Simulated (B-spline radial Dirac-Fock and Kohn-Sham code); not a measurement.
# Compton profile of Ho²⁹⁺

System: Ho²⁹⁺ in the configuration [Kr] 4d2.

Input of the calculation (task.json; shells as n, l, electrons):

```json
{"items": [{
  "Z": 67,
  "q": 29,
  "cfg": [[1, 0, 2], [2, 0, 2], [2, 1, 6], [3, 0, 2], [3, 1, 6], [3, 2, 10], [4, 0, 2], [4, 1, 6], [4, 2, 2]],
  "A": 165,
  "rrms": 5.2022,
  "do": ["scatter"],
  "s": [0.0, 0.06, 0.07, 0.09, 0.11, 0.13, 0.16, 0.2, 0.24, 0.29, 0.36, 0.44, 0.54, 0.66, 0.8, 0.98, 1.2, 1.46, 1.79, 2.19, 2.67, 3.26, 3.99],
  "pz": [0, 0.1, 0.2, 0.3, 0.4, 0.5, 0.6, 0.8, 1.0, 1.2, 1.4, 1.6, 1.8, 2.0, 2.5, 3.0, 4.0, 5.0, 7.0, 10.0, 15.0, 20.0, 30.0, 40.0, 60.0, 100.0],
  "hv_scatter": [2000, 5000, 8047.8, 10000, 17479.3, 30000, 200000, 500000]
}]}
```

Run with: `python xray_run.py task.json out`

Calculated with a radial B-spline solver, using the impulse approximation on Dirac-Fock orbitals of the configuration average with a finite nucleus. pz is in atomic units of momentum; subshell profiles are per electron, for a selection of subshells; open shells are spread over both j values by their weights.

| pz | J total | J 3d3/2 | J 4p1/2 | J 4d5/2 |
| --- | --- | --- | --- | --- |
| 0 | 2.248 | 0.0364 | 0.105 | 0.0818 |
| 0.3 | 2.243 | 0.0364 | 0.105 | 0.0818 |
| 0.4 | 2.239 | 0.0364 | 0.105 | 0.0818 |
| 0.5 | 2.233 | 0.0364 | 0.105 | 0.0818 |
| 0.6 | 2.227 | 0.0364 | 0.105 | 0.0818 |
| 0.8 | 2.211 | 0.0364 | 0.105 | 0.0818 |
| 1 | 2.190 | 0.0364 | 0.105 | 0.0818 |
| 1.2 | 2.164 | 0.0364 | 0.104 | 0.0818 |
| 1.4 | 2.134 | 0.0364 | 0.103 | 0.0817 |
| 1.6 | 2.100 | 0.0364 | 0.102 | 0.0816 |
| 1.8 | 2.061 | 0.0364 | 0.100 | 0.0814 |
| 2 | 2.017 | 0.0364 | 0.0977 | 0.0811 |
| 2.5 | 1.894 | 0.0364 | 0.0895 | 0.0797 |
| 3 | 1.756 | 0.0364 | 0.0783 | 0.0768 |
| 4 | 1.470 | 0.0362 | 0.0517 | 0.0653 |
| 5 | 1.225 | 0.0358 | 0.0286 | 0.0481 |
| 7 | 0.9066 | 0.0334 | 0.00970 | 0.0175 |
| 10 | 0.6188 | 0.0261 | 0.00810 | 0.00434 |
| 15 | 0.3115 | 0.0124 | 0.00209 | 0.00345 |
| 20 | 0.1706 | 0.00474 | 0.000540 | 0.00161 |
| 30 | 0.06425 | 0.000646 | 0.000416 | 0.000222 |
| 40 | 0.02929 | 0.000106 | 0.000194 | 3.42e-05 |
| 60 | 0.008852 | 5.47e-06 | 3.28e-05 | 1.54e-06 |
| 100 | 0.001572 | < 1e-6 | 2.07e-06 | < 1e-6 |

J(0) = 2.248. The 4p3/2 subshell gives the largest part, 19 %.

Mean momentum ⟨p⟩ by subshell (a.u.): 1s1/2 66.7, 2s1/2 23.8, 2p1/2 31.6, 2p3/2 28.7, 3s1/2 12.1, 3p1/2 14.5, 3p3/2 13.6, 3d3/2 16.3, 3d5/2 16.0, 4s1/2 7.02, 4p1/2 7.86, 4p3/2 7.57, 4d3/2 8.52, 4d5/2 8.42.
